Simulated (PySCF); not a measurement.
Spinor energies of Ni (nickel, neutral)

Start: [Ar] 3d9 4s1; 3d3/2 filled at m_j = -3/2, -1/2, +1/2, +3/2; 3d5/2 filled at m_j = -3/2, -1/2, +1/2, +3/2, +5/2; 4s1/2 filled at m_j = +1/2. Calculated with PySCF 2.14 in x2c-TZVPall-2c: generalised Hartree-Fock with the X2C-1e Hamiltonian and a Gaussian nucleus; one run each with spin-orbit coupling (SO) switched off, then screened by Boettger's factors. This is a chosen level, not necessarily the ground level.

| spinor shell | electrons | ε, spin-free (eV) | ε, screened SO (eV) | weight of nominal j (screened SO) | rms radius, screened SO (bohr) |
| --- | --- | --- | --- | --- | --- |
| 1s1/2 | 2 | -8396.9 | -8396.8 | 1.000 | 0.0624 |
| 2s1/2 | 2 | -1044.6 | -1044.6 | 1.000 | 0.265 |
| 2p1/2 | 2 | -893.88 | -906.13 | 0.999 | 0.236 |
| 2p3/2 | 4 | -893.88 | -887.87 | 1.000 | 0.239 |
| 3s1/2 | 2 | -130.00 | -129.98 | 1.000 | 0.799 |
| 3p1/2 | 2 | -84.137 | -86.770 | 0.944 | 0.850 |
| 3p3/2 | 4 | -84.137 | -82.833 | 0.972 | 0.860 |
| 3d3/2 | 4 | -12.200 | -12.779 | 0.812 | 1.22 |
| 3d5/2 | 5 | -12.200 | -11.743 | 0.849 | 1.24 |
| 4s1/2 | 1 | -6.590 | -6.591 | 1.000 | 3.56 |

| quantity | spin-free | screened SO |
| --- | --- | --- |
| E (hartree) | -1519.00406 | -1519.03941 |
| M_J | 3 | 3 |
| ⟨J²⟩ | 12.010 | 12.010 |
| ⟨L²⟩ | 6.010 | 6.012 |
| ⟨S²⟩ | 2.000 | 2.002 |

Each row is a mean over spinors that exchange with the open shell spreads, by up to 6.668 eV (3p3/2).

Rows whose weight is well below 1 are mixtures of j = l ± 1/2: exchange outweighs spin-orbit coupling there, and the label is only the starting occupation.

Without spin-orbit coupling the j labels of p, d and f shells carry no meaning; the spin-free column gives the mean over the occupied spinors of each nl shell.
